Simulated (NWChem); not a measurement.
System: C₄H₁₂Ge; SMILES [CH3][Ge]([CH3])([CH3])[CH3]

Excerpt of the output:

```
             Northwest Computational Chemistry Package (NWChem) 7.3.0
             --------------------------------------------------------

                             Geometry "geometry" -> ""
                             -------------------------

 Output coordinates in angstroms (scale by  1.889725989 to convert to a.u.)

  No.       Tag          Charge          X              Y              Z
 ---- ---------------- ---------- -------------- -------------- --------------
    1 C                    6.0000    -1.28378400    -1.20042200     0.91000500
    2 Ge                  32.0000     0.00026600    -0.00005800     0.00047800
    3 C                    6.0000     1.38700200    -1.08296100    -0.90594100
    4 C                    6.0000    -0.95829100     1.09783200    -1.33853700
    5 C                    6.0000     0.85515600     1.18554600     1.33479100
    6 H                    1.0000    -1.76806800    -1.86521400     0.18712100
    7 H                    1.0000    -2.06123900    -0.62019900     1.41794100
    8 H                    1.0000    -0.77279000    -1.81773100     1.65624400
    9 H                    1.0000     2.10826500    -0.43655500    -1.41680900
   10 H                    1.0000     0.93317200    -1.74649300    -1.64951100
   11 H                    1.0000     1.93009000    -1.69902600    -0.18168900
   12 H                    1.0000    -1.43941200     0.45983900    -2.08723200
   13 H                    1.0000    -1.73137200     1.70568900    -0.85689600
   14 H                    1.0000    -0.26430100     1.76975100    -1.85426400
   15 H                    1.0000     0.10295800     1.79410500     1.84749500
   16 H                    1.0000     1.39183600     0.59716200     2.08636000
   17 H                    1.0000     1.57015000     1.85890100     0.85057400

 Effective nuclear repulsion energy (a.u.)     396.3875136424

  xc_inp: hfexch multiplicative factor not found.
                              NWChem Property Module
                              ----------------------

  itol2e modified to match energy
  convergence criterion.

                                 NWChem DFT Module
                                 -----------------

 Summary of "ao basis" -> "ao basis" (spherical)
 ------------------------------------------------------------------------------
       Tag                 Description            Shells   Functions and Types
 ---------------- ------------------------------  ------  ---------------------
 C                           sto-3g                  3        5   2s1p
 Ge                          sto-3g                  8       18   4s3p1d
 H                           sto-3g                  1        1   1s

  itol2e modified to match energy
  convergence criterion.

            General Information
            -------------------
          SCF calculation type: DFT
          Wavefunction type:  closed shell.
          No. of atoms     :    17
          No. of electrons :    68
           Alpha electrons :    34
            Beta electrons :    34
          Charge           :     0
          Spin multiplicity:     1
          Use of symmetry is: off; symmetry adaption is: off
          Maximum number of iterations: 150
          AO basis - number of functions:    50
                     number of shells:    32
          Convergence on energy requested:  1.00D-07
          Convergence on density requested:  1.00D-05
          Convergence on gradient requested:  5.00D-04

              XC Information
              --------------
                     Hartree-Fock (Exact) Exchange  1.000

      Superposition of Atomic Density Guess
      -------------------------------------

 Sum of atomic energies:       -2205.93345190

      Non-variational initial energy
      ------------------------------

 Total energy =   -2206.687704
 1-e energy   =   -3886.152985
 2-e energy   =    1283.077768
 HOMO         =      -0.176798
 LUMO         =       0.409121

   convergence    iter        energy       DeltaE   RMS-Dens  Diis-err
 ---------------- ----- ----------------- --------- --------- ---------
 d= 0,ls=0.0,diis     1  -2208.4154675236 -2.60D+03  8.65D-03  1.07D-01
 d= 0,ls=0.0,diis     2  -2208.4406355861 -2.52D-02  2.97D-03  7.53D-03
 d= 0,ls=0.0,diis     3  -2208.4425047867 -1.87D-03  1.56D-04  4.32D-05
 d= 0,ls=0.0,diis     4  -2208.4425141648 -9.38D-06  6.48D-05  3.25D-06
 d= 0,ls=0.0,diis     5  -2208.4425151708 -1.01D-06  1.09D-05  7.68D-08
 d= 0,ls=0.0,diis     6  -2208.4425151949 -2.40D-08  8.68D-07  7.16D-10

         Total DFT energy =    -2208.442515194878
      One electron energy =    -3882.227169991341
           Coulomb energy =     1381.243617618701
    Exchange-Corr. energy =     -103.846476464603
 Nuclear repulsion energy =      396.387513642364

 Numeric. integr. density =        0.000000000000

                       DFT Final Molecular Orbital Analysis
                       ------------------------------------

 Vector   32  Occ=2.000000D+00  E=-3.524055D-01
              MO Center=  3.5D-01,  2.5D-01,  5.0D-01, r^2= 3.3D+00
   Bfn.  Coefficient  Atom+Function         Bfn.  Coefficient  Atom+Function
  ----- ------------  ---------------      ----- ------------  ---------------
    17      0.358508   2 Ge py               38     -0.345972   5 C  pz
    37     -0.341804   5 C  py               18      0.220282   2 Ge pz
    36     -0.217927   5 C  px                4     -0.202661   1 C  py
    27     -0.197744   3 C  py               35      0.166420   5 C  s
     3     -0.162237   1 C  px               28     -0.148826   3 C  pz

 Vector   33  Occ=2.000000D+00  E=-3.523652D-01
              MO Center= -4.3D-02, -6.4D-01,  4.4D-02, r^2= 3.3D+00
   Bfn.  Coefficient  Atom+Function         Bfn.  Coefficient  Atom+Function
  ----- ------------  ---------------      ----- ------------  ---------------
    16     -0.345643   2 Ge px                3      0.331083   1 C  px
    26      0.326771   3 C  px               18      0.266722   2 Ge pz
     4      0.250942   1 C  py                5     -0.238882   1 C  pz
    28     -0.222269   3 C  pz               27     -0.189193   3 C  py
    42      0.164856   9 H  s                40     -0.163079   7 H  s

[...]

          -----------------------------------------
          Chemical Shielding Tensors (GIAO, in ppm)
          -----------------------------------------

                                NWChem CPHF Module
                                ------------------

  scftype          =     RHF
  nclosed          =       34
  nopen            =        0
  variables        =      544
  # of vectors     =        3
  tolerance        = 0.10D-03
  level shift      = 0.00D+00
  max iterations   =       50
  max subspace     =       30

 SCF residual:    3.1115195420241588E-006

Iterative solution of linear equations
  No. of variables      544
  No. of equations        3
  Maximum subspace       30
        Iterations       50
       Convergence  1.0D-04

   iter   nsub   residual    time
   ----  ------  --------  ---------
     1      3    1.44D+00      12.6
     2      6    3.26D-02      13.3
     3      9    4.97D-03      14.0
     4     12    7.53D-04      14.7
     5     15    9.92D-05      15.4

      Atom:    1  C
        Diamagnetic
    247.6740      6.1241     -4.6417
      6.1241    246.8490     -4.3393
     -4.6417     -4.3393    244.4119

        Paramagnetic
      1.2682    -10.6354      8.0499
    -10.6354      2.7093      7.5289
      8.0499      7.5289      6.9208

        Total Shielding Tensor
    248.9422     -4.5113      3.4082
     -4.5113    249.5583      3.1896
      3.4082      3.1896    251.3328

           isotropic =     249.9444
          anisotropy =       5.7424

          Principal Components and Axis System
                 1           2           3
              253.7727    253.7478    242.3128

      1        -0.6195      0.4417      0.6489
      2         0.7718      0.1916      0.6064
      3         0.1435      0.8765     -0.4596

      Atom:    2  Ge
        Diamagnetic
   2733.0794      0.0021     -0.0006
      0.0021   2733.0834      0.0022
     -0.0006      0.0022   2733.0806

        Paramagnetic
   -446.4075      0.0102      0.0036
      0.0102   -446.5421      0.0123
      0.0036      0.0123   -446.4488

        Total Shielding Tensor
   2286.6719      0.0124      0.0031
      0.0124   2286.5413      0.0145
      0.0031      0.0145   2286.6318

           isotropic =    2286.6150
          anisotropy =       0.0878

          Principal Components and Axis System
                 1           2           3
             2286.6735   2286.6335   2286.5380

      1         0.9886     -0.1228     -0.0875
      2         0.1044      0.1386      0.9848
      3         0.1088      0.9827     -0.1498

      Atom:    3  H
        Diamagnetic
     30.6258      7.4087      2.8042
      7.4087     33.0422      4.0920
      2.8042      4.0920     29.6598

        Paramagnetic
      2.0626     -0.2570      0.0378
     -0.2570      2.0474      0.0807
      0.0378      0.0807      2.5044

        Total Shielding Tensor
     32.6884      7.1517      2.8421
      7.1517     35.0897      4.1727
      2.8421      4.1727     32.1642

           isotropic =      33.3141
          anisotropy =      15.1139

          Principal Components and Axis System
                 1           2           3
               43.3900     29.9864     26.5658

      1         0.5796     -0.3706      0.7257
      2         0.7049     -0.2187     -0.6747
      3         0.4088      0.9027      0.1345
```

Level: Hartree-Fock/STO-3G, GIAO. STO-3G and 3-21G are far too small for this property and stand as cheap habits. The geometry was optimised at B3LYP/6-31G* (spherical d). NWChem prints the field gradient with the sign opposite to the second derivative of the potential. The output numbers the shielded atoms by their place in the input's list. The printed shielding anisotropy is the first printed principal value minus the mean of the other two.

Reconstruct the input file.

Several could match; the one computed here: the input that was run:
```
start job
memory heap 200 mb stack 900 mb global 1100 mb
geometry units angstroms noautosym nocenter noautoz
  C     -1.283784    -1.200422     0.910005
  Ge     0.000266    -0.000058     0.000478
  C      1.387002    -1.082961    -0.905941
  C     -0.958291     1.097832    -1.338537
  C      0.855156     1.185546     1.334791
  H     -1.768068    -1.865214     0.187121
  H     -2.061239    -0.620199     1.417941
  H     -0.772790    -1.817731     1.656244
  H      2.108265    -0.436555    -1.416809
  H      0.933172    -1.746493    -1.649511
  H      1.930090    -1.699026    -0.181689
  H     -1.439412     0.459839    -2.087232
  H     -1.731372     1.705689    -0.856896
  H     -0.264301     1.769751    -1.854264
  H      0.102958     1.794105     1.847495
  H      1.391836     0.597162     2.086360
  H      1.570150     1.858901     0.850574
end
basis spherical
  C library sto-3g
  Ge library sto-3g
  H library sto-3g
end
dft
  xc hfexch
  iterations 150
end
property
  shielding 3 1 2 6
  efieldgrad
end
task dft property
```
